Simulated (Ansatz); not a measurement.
`[AlH2][SiH]([SiH3])CCl`, relaxed with RKS PBE-D4/def2-SVP in Ansatz 0.2.0 from a rough embedded geometry. The force threshold is 0.03 eV/Å; the program also tests the step.

Total charge 0; spin multiplicity 1.

Start:

```xyz
13

Al   -2.024   -0.626   -0.711
Si   -0.229    0.510    0.221
Si    1.335    0.644   -1.323
C     0.515   -0.426    1.714
Cl   -0.763   -0.389    3.023
H    -2.578   -2.018    0.017
H    -2.795   -0.092   -1.976
H    -0.595    1.844    0.628
H     0.839    1.315   -2.540
H     1.768   -0.737   -1.749
H     2.512    1.347   -0.810
H     0.699   -1.467    1.413
H     1.314    0.096    2.093
```

| step | energy (eV) | largest force (eV/Å) | largest move (Å) |
| --- | --- | --- | --- |
| 1 | -36010.6415 | 2.953 | 0.000 |
| 2 | -36011.1385 | 0.894 | 0.191 |
| 3 | -36011.1849 | 0.212 | 0.088 |
| 4 | -36011.1927 | 0.083 | 0.056 |
| 5 | -36011.1984 | 0.068 | 0.081 |
| 6 | -36011.2078 | 0.174 | 0.195 |
| 7 | -36011.2157 | 0.203 | 0.195 |
| 8 | -36011.2269 | 0.315 | 0.196 |
| 9 | -36011.2481 | 0.251 | 0.198 |
| 10 | -36011.2748 | 0.267 | 0.196 |
| 11 | -36011.3227 | 0.219 | 0.198 |
| 12 | -36011.3743 | 0.212 | 0.195 |
| 13 | -36011.4130 | 0.291 | 0.195 |
| 14 | -36011.4298 | 0.177 | 0.197 |
| 15 | -36011.4390 | 0.120 | 0.083 |
| 16 | -36011.4514 | 0.079 | 0.172 |
| 17 (rejected) | -36011.4080 | 0.399 | 0.100 |
| 18 | -36011.4544 | 0.082 | 0.050 |
| 19 | -36011.4559 | 0.059 | 0.073 |
| 20 | -36011.4569 | 0.069 | 0.050 |
| 21 | -36011.4574 | 0.074 | 0.044 |
| 22 | -36011.4579 | 0.052 | 0.027 |
| 23 | -36011.4584 | 0.015 | 0.024 |

End:

```xyz
13

Al   -2.219   -0.686   -0.247
Si   -0.180    0.698   -0.039
Si    1.676    0.527   -1.473
C     0.268   -0.227    1.621
Cl   -1.300   -1.061    2.166
H    -2.044   -2.137   -0.905
H    -3.672   -0.054   -0.012
H    -0.365    2.151    0.333
H     1.370    1.181   -2.795
H     1.987   -0.927   -1.721
H     2.911    1.178   -0.901
H     0.996   -1.052    1.499
H     0.573    0.409    2.473
```

It took 27 s on 4 threads of a server CPU on a shared host, with 0.19 GiB of host memory at the peak.
